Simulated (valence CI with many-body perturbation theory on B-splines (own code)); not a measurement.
# Which ion has this spectrum?

A relativistic CI+MBPT calculation for an atom or ion with 15 electrons gives these levels (cm⁻¹):

| J | Parity | E | g |
| --- | --- | --- | --- |
| 3/2 | odd | 0 | 1.89 |
| 3/2 | odd | 56437 | 1.00 |
| 5/2 | odd | 73877 | 1.20 |
| 1/2 | odd | 112686 | 0.66 |
| 3/2 | odd | 142650 | 1.25 |
| 5/2 | even | 407351 | 1.58 |
| 3/2 | even | 436596 | 1.71 |
| 1/2 | even | 445957 | 2.63 |
| 3/2 | even | 505837 | 0.86 |
| 5/2 | even | 516411 | 1.22 |
| 3/2 | even | 573479 | 1.28 |
| 1/2 | even | 579793 | 1.26 |
| 3/2 | even | 602059 | 0.49 |
| 5/2 | even | 614050 | 1.09 |

The energies are calculated, with errors of perhaps 300 cm⁻¹, more in some levels.

(1) Which is it?
A. Ge17+
B. Se19+
C. Ga16+
D. Zn15+

## Answers

(1) A. Ge17+, ground level 3s2.3p3 4S°_3/2.
